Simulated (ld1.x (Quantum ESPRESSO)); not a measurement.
LDA (PZ) TM semilocal dataset for Nd (Z = 60), scalar-relativistic all-electron reference.

The input file (ld1.x (Quantum ESPRESSO) 7.5):

```
&input
   title='Nd', zed=60., rel=1, dft='PZ', iswitch=3,
   config='[Xe] 4f4 5d0 6s2 6p0',
   nld=4, rlderiv=3.05, eminld=-5.0, emaxld=5.0, deld=0.02
 /
 &inputp
   pseudotype=1, tm=.true., lloc=1,
   nlcc=.false.,
   file_pseudopw='Nd.pp', file_wfcaegen='ae.wfc', file_wfcncgen='nc.wfc'
 /
4
5S  1  0   2.00   0.00  2.55  2.55  0.0
5D  3  2   0.00   0.00  0.75  0.75  0.0
4F  4  3   4.00   0.00  1.15  1.15  0.0
5P  2  1   6.00   0.00  2.80  2.80  0.0
 &test
   configts(1)='4f4 5s2 5p6 5d0 6s2 6p0'
 /
```

Command:

```bash
ld1.x < Nd.in > Nd.out
```

The program printed (shortened: banner, matrices, multipoles, cross overlaps and the repeated all-electron block are left out):

```
Program LD1 v.7.5
     --------------------------- All-electron run ----------------------------

     Nd
     scalar relativistic calculation

     atomic number is 60.00
     dft =PZ   lsd =0 sic =0 latt =0  beta=0.20 tr2=1.0E-14
     Exchange-correlation= PZ
                           (   1   1   0   0   0   0   0)
     mesh =1257 r(mesh) = 100.04854 a.u. xmin = -7.00 dx = 0.01250
     1 Ry =  13.60569312 eV, c = 137.03599908

     n l     nl                  e(Ry)          e(Ha)          e(eV)
     1 0     1S 1( 2.00)     -3186.9343     -1593.4671    -43360.4497
     2 0     2S 1( 2.00)      -515.5436      -257.7718     -7014.3279
     2 1     2P 1( 6.00)      -461.0812      -230.5406     -6273.3299
     3 0     3S 1( 2.00)      -111.8103       -55.9052     -1521.2572
     3 1     3P 1( 6.00)       -94.6338       -47.3169     -1287.5578
     4 0     4S 1( 2.00)       -22.2007       -11.1004      -302.0562
     4 1     4P 1( 6.00)       -16.5708        -8.2854      -225.4574
     3 2     3D 1(10.00)       -70.7464       -35.3732      -962.5537
     5 0     5S 1( 2.00)        -2.9819        -1.4909       -40.5707
     5 1     5P 1( 6.00)        -1.6287        -0.8144       -22.1602
     4 2     4D 1(10.00)        -8.5672        -4.2836      -116.5625
     4 3     4F 1( 4.00)        -0.1424        -0.0712        -1.9373
     5 2     5D 1( 0.00)        -0.1514        -0.0757        -2.0596
     6 0     6S 1( 2.00)        -0.2675        -0.1337        -3.6391
     6 1     6P 1( 0.00)        -0.0940        -0.0470        -1.2789

     final scf error:  1.3E-15 reached in  30 iterations

     Etot =  -19234.197787 Ry,   -9617.098894 Ha, -261694.592563 eV

     Ekin =   20467.398839 Ry,   10233.699420 Ha,  278473.147634 eV
     Encl =  -46729.343750 Ry,  -23364.671875 Ha, -635785.110903 eV
     Eh   =    7458.176481 Ry,    3729.088241 Ha,  101473.660461 eV
     Exc  =    -430.429358 Ry,    -215.214679 Ha,   -5856.289755 eV

     normalization and overlap integrals

     s(1S/1S) =  1.000000  <r> =   0.0236  <r2> =    0.0008  r(max) =   0.0151
     s(2S/2S) =  1.000000  <r> =   0.1010  <r2> =    0.0120  r(max) =   0.0857
     s(2P/2P) =  1.000000  <r> =   0.0888  <r2> =    0.0096  r(max) =   0.0693
     s(3S/3S) =  1.000000  <r> =   0.2667  <r2> =    0.0812  r(max) =   0.2449
     s(3P/3P) =  1.000000  <r> =   0.2647  <r2> =    0.0812  r(max) =   0.2389
     s(4S/4S) =  1.000000  <r> =   0.6076  <r2> =    0.4168  r(max) =   0.5659
     s(4P/4P) =  1.000000  <r> =   0.6435  <r2> =    0.4711  r(max) =   0.5875
     s(3D/3D) =  1.000000  <r> =   0.2418  <r2> =    0.0689  r(max) =   0.1956
     s(5S/5S) =  1.000000  <r> =   1.4712  <r2> =    2.4374  r(max) =   1.3240
     s(5P/5P) =  1.000000  <r> =   1.7310  <r2> =    3.4114  r(max) =   1.5003
     s(4D/4D) =  1.000000  <r> =   0.7075  <r2> =    0.5812  r(max) =   0.6176
     s(4F/4F) =  1.000001  <r> =   1.1270  <r2> =    1.8304  r(max) =   0.6657
     s(5D/5D) =  1.000000  <r> =   3.2830  <r2> =   13.3631  r(max) =   2.2663
     s(6S/6S) =  1.000000  <r> =   4.3737  <r2> =   21.7152  r(max) =   3.7365
     s(6P/6P) =  1.000000  <r> =   6.0342  <r2> =   41.7076  r(max) =   5.0438

     ------------------------ End of All-electron run ------------------------

     --------------------- Generating NC pseudopotential ---------------------

      Generating local pot.: lloc=1, matching radius rcloc =   2.8000

      Wfc   5S  rcut= 2.536  Using Troullier-Martins method

      Wfc   5D  rcut= 0.745  Using Troullier-Martins method

      Wfc   4F  rcut= 1.140  Using Troullier-Martins method

     ------------------- End of pseudopotential generation -------------------

     Computing logarithmic derivative in   3.04021

       Warning: n=3, l=2 expected 0 nodes, found 1
       Setting wfc to zero for this iteration
       (This warning will only be printed once per wavefunction)

       Warning: n=3, l=1 expected 1 nodes, found 0
       Setting wfc to zero for this iteration
       (This warning will only be printed once per wavefunction)

     Computing logarithmic derivative in   3.04021
     Computing the partial wave expansion
     R is outside the sphere for l=    0 j= 0.00
       no projector for channel:   1
     R is outside the sphere for l=    2 j= 0.00
     R is outside the sphere for l=    3 j= 0.00

     ---------------------- Testing the pseudopotential ----------------------

     Nd
     scalar relativistic calculation

     atomic number is 60.00   valence charge is 14.00
     dft =PZ   lsd =0 sic =0 latt =0  beta=0.20 tr2=1.0E-14
     mesh =1257 r(mesh) = 100.04854 xmin = -7.00 dx = 0.01250

     n l     nl             e AE (Ry)        e PS (Ry)    De AE-PS (Ry)
     4 3     4F   1( 4.00)       -0.14239       -0.11336       -0.02903  !
     1 0     5S   1( 2.00)       -2.98189       -2.95610       -0.02579  !
     2 1     5P   1( 6.00)       -1.62875       -1.60598       -0.02277  !
     3 2     5D   1( 0.00)       -0.15137       -0.15137        0.00000
     2 0     6S   1( 2.00)       -0.26747       -0.35323        0.08577  !
     3 1     6P   1( 0.00)       -0.09400       -0.09400        0.00000

     eps = 4.9E-16  iter = 19

     Etot =  -19234.197787 Ry,   -9617.098894 Ha, -261694.592563 eV
     Etotps =  -117.989810 Ry,     -58.994905 Ha,   -1605.333148 eV

     Ekin =     107.744953 Ry,      53.872476 Ha,    1465.944764 eV
     Encl =    -243.487893 Ry,    -121.743946 Ha,   -3312.821548 eV
     Ehrt =     105.635910 Ry,      52.817955 Ha,    1437.249778 eV
     Ecxc =     -14.034496 Ry,      -7.017248 Ha,    -190.949047 eV
     Epseu=     -73.848284 Ry,     -36.924142 Ha,   -1004.757094 eV

     ---------------------- End of pseudopotential test ----------------------
```

Generation and configuration tests took about 4.8 s on one core of a shared server CPU.
